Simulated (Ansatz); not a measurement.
Cost and result for the atomization energy of CH₆BPSiZn (`PB1C[SiH]1[ZnH]`) (11 atoms, 11 bonds).

Cartesian coordinates in Å:
```
P 2.6213 0.3597 0.0771
B 0.7882 0.1369 0.1722
C -0.2261 -0.4878 1.1306
Si -0.7215 -0.7157 -0.7368
Zn -2.7687 0.2801 -1.2964
H 2.9190 1.1665 1.2016
H 2.7572 1.3405 -0.9285
H 0.0558 -1.2358 1.8685
H -0.9955 0.1804 1.5204
H -0.3197 -2.0057 -1.3666
H -4.1100 0.9808 -1.6420
```

The species carries charge 0 and has multiplicity 1. For Zn the d shell is correlated and the shells below it are frozen. Scalar relativity is left out up to krypton. Geometry: relaxed with PBE0-D4/def2-TZVP. It is one conformer, not always the lowest. Program: Ansatz. All runs use 4 threads of an Arm Neoverse V1 on a shared host. Times are those of one run each, without the atoms' runs, and a repeat can differ threefold. Electronic energies, without spin–orbit coupling; frozen cores. CCSD(T)/CBS adds CCSD(T) − MP2 in def2-TZVPP to the MP2 limit, and its time is that of the two runs behind it. T1 = 0.017. With those shells the extrapolation isn't a true limit.

CCSD(T)/CBS is a level of theory with its own doubt, some kJ/mol a heavy atom from the limit and from the frozen cores, so smaller differences don't rank the functionals.

```tsv
level	functions	wall time
LDA (SPW92)/def2-TZVPP	294	2.1 s
PBE-D4/def2-TZVPP (with forces)	294	4.2 s
r2SCAN-D4/def2-TZVPP (with forces)	294	8 s
BHLYP-D4/def2-TZVPP	294	8 s
CCSD(T)/def2-SVP	125	9 s
r2SCANh-D4/def2-TZVPP	294	9.5 s
B2PLYP/def2-TZVPP	294	10 s
PBE-QIDH/def2-TZVPP	294	10 s
B97M-V/def2-TZVPP	294	15 s
ωB97M-V/def2-TZVPP (with forces)	294	22 s
MP2/def2-QZVPP	534	41 s
CCSD(T)/def2-TZVPP	294	6 min
CCSD(T)/CBS(def2)	–	6.7 min
```

(1) What atomization energy does each give, and how far from CCSD(T)/CBS? (An estimate is asked.)

## Answers

(1) The calculation gave: 
```
                             level  atomization (kcal/mol)  difference from CCSD(T)/CBS  per bond
            LDA (SPW92)/def2-TZVPP                   896.4                        122.6      11.1
   PBE-D4/def2-TZVPP (with forces)                   795.0                         21.2       1.9
r2SCAN-D4/def2-TZVPP (with forces)                   791.4                         17.6       1.6
               BHLYP-D4/def2-TZVPP                   762.7                        -11.1      -1.0
                  CCSD(T)/def2-SVP                   725.3                        -48.5      -4.4
             r2SCANh-D4/def2-TZVPP                   787.0                         13.2       1.2
                 B2PLYP/def2-TZVPP                   766.7                         -7.1      -0.6
               PBE-QIDH/def2-TZVPP                   778.3                          4.5       0.4
                 B97M-V/def2-TZVPP                   794.4                         20.6       1.9
  ωB97M-V/def2-TZVPP (with forces)                   784.5                         10.7       1.0
                    MP2/def2-QZVPP                   771.9                         -1.9      -0.2
                CCSD(T)/def2-TZVPP                   753.0                        -20.8      -1.9
                 CCSD(T)/CBS(def2)                   773.8                          0.0       0.0
```

The D4 term adds +10.8 kcal/mol with B3LYP and +5.7 kcal/mol with PBE0; it sums over pairs of atoms, weighted by their polarisabilities, and B3LYP, whose exchange is more repulsive, gets the larger term. Leaving LDA and LC-ωPBE aside and taking each functional with its dispersion term where it has one, the values spread over 32.3 kcal/mol, from BHLYP-D4 to PBE-D4. LDA lies +108.0 kcal/mol from PBE without D4, its usual overbinding. From BLYP to BHLYP (50 % exact exchange), in def2-TZVPP and without D4, the atomization energy moves by −5.2 kcal/mol: exact exchange takes away binding that semilocal exchange gives to molecules.

B3LYP here is the variant with VWN-RPA as its local correlation; programs differ in this.
